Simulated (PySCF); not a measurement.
C₄H₆NOS (charge +1).
Z-matrix (Å and degrees, GFN2-xTB geometry), rows numbered from 1:
```
S 
C   1  1.8390
N   2  1.4438  1  110.23
C   3  1.3719  2  126.50  1   -93.32
C   4  1.3586  3  106.02  2   175.82
O   5  1.3401  4  108.32  3    -0.25
C   6  1.2968  5  107.89  4     0.08
H   1  1.3331  2   97.12  3    86.67
H   2  1.0882  1  110.49  3  -121.82
H   2  1.0903  1  106.16  3   118.47
H   4  1.0716  3  123.26  2    -4.58
H   5  1.0740  4  132.63  3   179.79
H   7  1.0764  3  127.13  2     3.77
```

Computed with PySCF 2.14.0, density-fitted response routines, TDDFT PBE0/def2-SVPD, vertical, gas phase, core orbitals frozen in the response.

Kohn–Sham orbitals with the atoms that hold most of them (Löwdin shares over 4%, at most four atoms; ? is withheld):

| orbital | ε (eV) | atoms |
| --- | --- | --- |
| HOMO-3 | -15.42 | S1 24%, N3 17%, C2 17%, H8 12% |
| HOMO-2 | -14.08 | S1 60%, C2 16%, H8 8%, N3 4% |
| HOMO-1 | -13.25 | C5 30%, C4 25%, C7 18%, N3 10% |
| HOMO | -11.68 | ? |
| LUMO | ? | ? |
| LUMO+1 | -5.06 | C4 33%, C5 31%, N3 10%, O6 8% |
| LUMO+2 | -4.05 | S1 38%, C2 16%, H8 13%, H9 8% |

Question: Give the leading atoms of the HOMO.

Answer: S1 (bonded to C and H) 78%; C2 (bonded to N, S and 2 H) 9%; H8 (bonded to S) 6%.

Question: Which atoms hold the LUMO, and with what shares?

Answer: C7 (bonded to N, O and H) 34%; N3 (bonded to 3 C) 21%; O6 (bonded to 2 C) 20%; C5 (bonded to C, O and H) 6%. By element: carbon 41% or more, nitrogen 21%, oxygen 20%.

Question: What is the LUMO energy, and the HOMO–LUMO gap?

Answer: ε(LUMO) = -6.51 eV; the gap is 5.17 eV (0.1900 hartree).

Question: The HOMO–LUMO gap is 5.17 eV. Where does the response calculation put the lowest singlet, and from which orbitals?

Answer: S1 is at 4.03 eV (f = 0.0048), 1.14 eV below the gap, made of HOMO→LUMO (98%). 

Question: Give energy, strength and leading configuration of S1, S2, S3 and S5, and follow the Löwdin shares of the leading atoms from the occupied to the empty orbital.

Answer: 
- S1 (4.03 eV, f 0.0048), HOMO→LUMO (98%): S1 78% → at most 7%, C2 9% → at most 7%, C7 at most 4% → 34%, N3 at most 4% → 21%
- S2 (5.56 eV, f 0.0010), HOMO→LUMO+1 (90%): S1 78% → at most 8%, C2 9% → at most 8%, C4 at most 4% → 33%, C5 at most 4% → 31%
- S3 (6.00 eV, f 0.106), HOMO-1→LUMO (93%): C5 30% → 6%, C4 25% → at most 7%, C7 18% → 34%, N3 10% → 21%
- S5 (6.58 eV, f 0.081), HOMO-2→LUMO (92%): S1 60% → at most 7%, C2 16% → at most 7%, C7 at most 5% → 34%, N3 4% → 21%

Löwdin shares depend on the basis, the more so with diffuse functions.

Cost: about 60 s of CPU time on one thread; the machine was shared, so the figure is rough.

One conformer stands for the species.
